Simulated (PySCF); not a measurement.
Solvent effects on NMR parameters

Atoms are numbered as in `[CH2:1]=[P@@:2]1([CH:3]([CH3:4])[CH3:5])[CH2:6][C@H:7]1[CH3:8]`; H(Xn) means a hydrogen on atom n. Ha(C6) is cis to C8 on the ring; Hb(C6) is trans to C8 on the ring.

GIAO PBE0/pcSseg-1 in PySCF 2.14.0 with density-fitted response routines on one PBE0-D3(BJ)/def2-SVP conformer, non-relativistic, equivalent nuclei averaged. Solvents enter as an IEF-PCM continuum (chloroform with ε = 4.7) around the gas-phase geometry. Shifts are referred to TMS computed in the same medium.

Gas phase, δ in ppm: C3 36.1, C7 23.8, C6 20.4, C4 18.3, C5 18.1, C8 14.8, C1 -36.9, H(C8) 1.41, Hb(C6) 1.27, H(C4) 1.12, H(C7) 1.10, H(C5) 1.06, Ha(C6) 0.88, H(C3) 0.34. Dipole moment 2.86 D.

Question: How does each δ change in the continuum?

Answer: 
```csv
atoms,environment,"Δδ, chloroform"
C3,sp3 CH bonded to P,+1.0
C7,three-membered-ring carbon,+1.0
C6,three-membered-ring carbon,+1.1
C4,methyl carbon,+0.4
C5,methyl carbon,+0.5
C8,methyl carbon,+0.5
C1,carbon double-bonded to a heavier main-group atom,-1.3
H(C8),hydrogen on a methyl carbon,-0.03
Hb(C6),hydrogen on a three-membered-ring carbon,+0.23
H(C4),hydrogen on a methyl carbon,+0.01
H(C7),hydrogen on a three-membered-ring carbon,+0.23
H(C5),hydrogen on a methyl carbon,+0.03
Ha(C6),hydrogen on a three-membered-ring carbon,+0.07
H(C3),hydrogen on an sp3 CH bonded to P,+0.22
```

Changes are relative to the gas phase. The dipole moment becomes 3.85 D in chloroform.

Question: Which of the listed nuclei move most (in ppm), and what does the model miss?

Answer: C1 (carbon double-bonded to a heavier main-group atom, -1.3 ppm) in chloroform. A continuum only polarises the solute; specific hydrogen bonds, the anisotropy of aromatic solvents and changes of geometry or conformer are outside it.
